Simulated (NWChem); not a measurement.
Species: BHCl, doublet; SMILES [BH]Cl

```xyz
3

B      0.1328     1.2030     0.0000
Cl     0.0230    -0.5122     0.0000
H     -0.8318     1.9285     0.0000
```
Atoms are numbered in this order, from 1.

Program: NWChem. Geometry optimised at PBE0/def2-SVP; all other runs use it. Pople sets run with spherical d functions. Spin-unrestricted. In the optimisation the excess spin sits in a' (Cs, its own frame). Vzz has the sign of the potential's second derivative. Excited states of an open shell can be spin-contaminated.

```csv
quantity,level,value
"lowest empty minus highest occupied level, either spin (eV)",PW6B95/def2-SVP,4.14
A(iso) 1H atom 3 (MHz),CAM-B3LYP/def2-TZVP,?
Vzz Cl2 (a.u.),PBE/cc-pVTZ,?
"vertical, lowest excitation (eV)","PBE/6-31+G*, TDA",1.75
dipole (D),PBE0/def2-SVP,0.53
highest harmonic frequency (cm⁻¹),PBE0/def2-SVP,?
```

Some entries are withheld; supply them.


- A(iso) 1H atom 3 (MHz), value: 123
- Vzz Cl2 (a.u.), value: 1.493
- highest harmonic frequency (cm⁻¹), value: 2642
